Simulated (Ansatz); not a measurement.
A structure relaxed at PBE0-D4/def2-SVP in Ansatz, charge 0, singlet:

```csv
atom,x (Å),y (Å),z (Å)
Sn1,-0.8580,1.6289,-0.1286
Sn2,1.4958,-0.7788,0.7497
F3,-0.2935,0.2266,1.4073
F4,1.0338,0.7602,-0.6863
F5,0.4842,-2.1184,-0.2334
F6,-1.8623,0.2816,-1.1086
```

Give its formula and point group.

the cluster Sn₂F₄. Point group C2v (tolerance 0.1 Å).

Summarise the bond lengths by kind (pairs closer than 1.2 times the sum of covalent radii, bridged metal pairs left out).

6 × F–Sn 1.95 to 2.16 Å.

In the def2 sets Sn takes a core potential; there is no spin–orbit coupling. Another isomer (singlet) lies 0.13 eV lower at PBE0-D4/def2-TZVP; other spin states weren't run for this one.
